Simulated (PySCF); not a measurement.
Exact mass, isotope pattern and composition

Species: `C[S][W](=[NH])(=[NH])[S]C` (W(NH)2(SMe)2).

Calculated from isotope tables alone.

(1) What are the average molar mass and the monoisotopic mass?

(2) What cluster does the molecular ion M+• show when like nominal masses merge?

(3) List the species in which a single atom is changed from its most abundant isotope.

(4) What resolving power m/Δm just matches the spacing of the species with one 34S and with one 186W?

(5) Which m/z would the protonated, sodiated and deprotonated molecule have?

Results:

(1) For C2H8N2S2W, with standard atomic weights, 1 × 183.840 + 2 × 14.007 + 8 × 1.008 + 2 × 32.060 + 2 × 12.011 = 308.060 g/mol. From the most abundant isotopes (184W, 14N, 1H, 32S, 12C), 1 × 183.950931 + 2 × 14.003074 + 8 × 1.007825 + 2 × 31.972071 + 2 × 12.000000 = 307.9638 u.

(2) 
| nominal mass | m/z (centroid) | relative intensity |
| --- | --- | --- |
| 304 | 303.9590 | 0.4 |
| 306 | 305.9605 | 78.6 |
| 307 | 306.9625 | 46.1 |
| 308 | 307.9628 | 100.0 |
| 309 | 308.9613 | 8.3 |
| 310 | 309.9660 | 93.0 |
| 311 | 310.9669 | 4.3 |
| 312 | 311.9624 | 7.9 |
| 313 | 312.9637 | 0.3 |
| 314 | 313.9590 | 0.2 |

Cut off at 0.1 %. One electron mass, 0.00055 u, is taken off. Abundances used (%; other tables differ somewhat): 180W 0.12, 182W 26.5, 183W 14.31, 184W 30.64, 186W 28.43; 14N 99.632, 15N 0.368; 1H 99.9885, 2H 0.0115; 32S 94.93, 33S 0.76, 34S 4.29, 36S 0.02; 12C 98.93, 13C 1.07.

(3) Intensity in % of the monoisotopic species:

| isotope | mass shift (u) | m/z | intensity (%) |
| --- | --- | --- | --- |
| 180W | -4.00423 | 303.9590 | 0.39 |
| 182W | -2.00273 | 305.9605 | 86.49 |
| 183W | -1.00071 | 306.9626 | 46.70 |
| 15N | +0.99703 | 308.9603 | 0.74 |
| 33S | +0.99939 | 308.9627 | 1.60 |
| 13C | +1.00335 | 308.9666 | 2.16 |
| 2H | +1.00628 | 308.9695 | 0.09 |
| 34S | +1.99580 | 309.9591 | 9.04 |
| 186W | +2.00343 | 309.9667 | 92.79 |
| 36S | +3.99501 | 311.9583 | 0.04 |

Species under 0.02 % are left out.

(4) They lie 0.00764 u apart at mass 309.96, so m/Δm is about 41000.

(5) [M+H]+ 308.9711, [M+Na]+ 330.9530, [M−H]− 306.9565, for the monoisotopic species (arithmetic only; whether such ions form is another matter).
